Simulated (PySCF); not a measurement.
BiH3O2, SMILES [OH][BiH][OH]. Atoms are numbered in the order given.

```xyz
6

Bi     0.0163    -0.2451     0.0000
H     -1.8224    -0.2953     0.0000
O      0.1181     1.0902     1.6158
H     -0.7099     1.5959     1.6890
O      0.1181     1.0902    -1.6158
H     -0.7099     1.5959    -1.6890
```
Charge 0, spin multiplicity 1.

The structure is a stationary point at PBE-D3(BJ)/def2-TZVP. The def2 effective core potentials stand for the cores of Bi; spin–orbit coupling is left out. The values are those of a single conformer.

Level of theory: PySCF with TDA-CAM-B3LYP/def2-SVPD.

Vertical excitations. Isolated molecule, no solvent. State labels are in the subgroup Cs.

| state | symmetry | energy (eV) | λ (nm) | f | main pairs |
|---|---|---|---|---|---|
| S1 | A' | 5.85 | 212 | 0.002 | HOMO→LUMO 63 %, HOMO−2→LUMO 24 % |
| S2 | A" | 5.90 | 210 | 0.007 | HOMO−1→LUMO 43 %, HOMO→LUMO+1 27 %, HOMO−2→LUMO+1 24 % |
| S3 | A" | 6.03 | 206 | 0.002 | HOMO→LUMO+1 70 %, HOMO−1→LUMO 20 % |
| S4 | A' | 6.11 | 203 | 0.045 | HOMO−1→LUMO+1 38 %, HOMO→LUMO 26 %, HOMO−2→LUMO 25 % |
| S5 | A' | 6.25 | 198 | 0.032 | HOMO−1→LUMO+1 49 %, HOMO−2→LUMO 45 % |
| S6 | A" | 6.90 | 180 | 0.031 | HOMO−3→LUMO 41 %, HOMO−2→LUMO+1 35 %, HOMO−1→LUMO 12 %, HOMO−1→LUMO+2 6 % |
| S7 | A" | 7.08 | 175 | 0.038 | HOMO−1→LUMO+2 62 %, HOMO−3→LUMO 28 % |
| S8 | A' | 7.18 | 173 | 0.073 | HOMO−2→LUMO+2 75 % |
| S9 | A' | 7.21 | 172 | 0.201 | HOMO→LUMO+2 68 % |
| S10 | A' | 7.37 | 168 | 0.083 | HOMO−3→LUMO+1 46 %, HOMO−4→LUMO 33 %, HOMO→LUMO+2 12 % |
| T1 | A' | 5.08 | 244 | 0 | HOMO→LUMO 84 % |
| T2 | A" | 5.29 | 234 | 0 | HOMO→LUMO+1 65 %, HOMO−1→LUMO 22 % |
| T3 | A" | 5.36 | 231 | 0 | HOMO−1→LUMO 54 %, HOMO−2→LUMO+1 28 %, HOMO→LUMO+1 9 % |
| T4 | A' | 5.42 | 229 | 0 | HOMO−2→LUMO 74 % |
Triplets are in the Tamm–Dancoff approximation.
